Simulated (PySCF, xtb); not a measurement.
C₂H₁₄N₂O₂Si₃, SMILES [SiH2](O[SiH2]O[SiH2]N)N(C)C.

Geometry: PBE0-D3(BJ)/def2-SVP. This is a generated structure with no PubChem entry under its InChIKey; it may be hypothetical. Other conformers were not sampled.

The numbers are results of IEF-PCM-M06-2X/def2-SVP (PySCF), not measurements.

The values are the electrostatic part of the solvation free energy, E(continuum) − E(gas) at the gas-phase geometry, in a cavity of scaled van der Waals radii (PySCF's table); cavitation and dispersion terms are not included. In vacuum the orbital gap is 9.69 eV. The dipole moment in vacuum is 1.47 D.

Problem. Estimate the values in water (ε = 78.36), 1-octanol (ε = 9.86), cyclohexanone (ε = 15.62). (The exact figures need the calculation; the answer reports its results.)

Solution. 
```tsv
solvent	ε	ΔG(elec) (kcal/mol)	dipole (D)	gap (eV)
water	78.36	-4.2	1.78	9.59
1-octanol	9.86	-3.6	1.74	9.61
cyclohexanone	15.62	-3.8	1.76	9.60
```

For comparison, GFN2-xTB/ALPB(water) (xtb, at the GFN2-xTB geometry, all terms of that model) gives -1.7 kcal/mol.
